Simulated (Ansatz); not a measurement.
`[SiH3]OB(S)Cl` + `NB(O)O[SiH3]` → `OB(S)Cl` + `NB(O[SiH3])O[SiH3]`  (redistribution)

Program: Ansatz. Geometries: PBE0-D4/def2-TZVP. ΔE: electronic, gas phase. CCSD(T)/CBS is the MP2 limit (def2-TZVPP, def2-QZVPP) plus CCSD(T) − MP2 in def2-TZVPP, frozen cores. Functionals use def2-TZVPP. Each species was taken in one conformer, which may not be the lowest.

Problem. Is it downhill or uphill in electronic energy at CCSD(T)/CBS, and by how much? (Best estimate.)

Solution. Computed: Downhill: ΔE = -1.1 kcal/mol.

Problem. What do these levels give: PBE-D4, PBE0-D4, ωB97X-V, ωB97M-V, PBE, MP2/def2-QZVPP? (An estimate is asked.)

Solution. Computed: PBE-D4 -1.8, PBE0-D4 -1.8, ωB97X-V -1.6, ωB97M-V -1.7, PBE -1.4, MP2/def2-QZVPP -0.8 kcal/mol.

Largest T1 diagnostic among the species: 0.012.
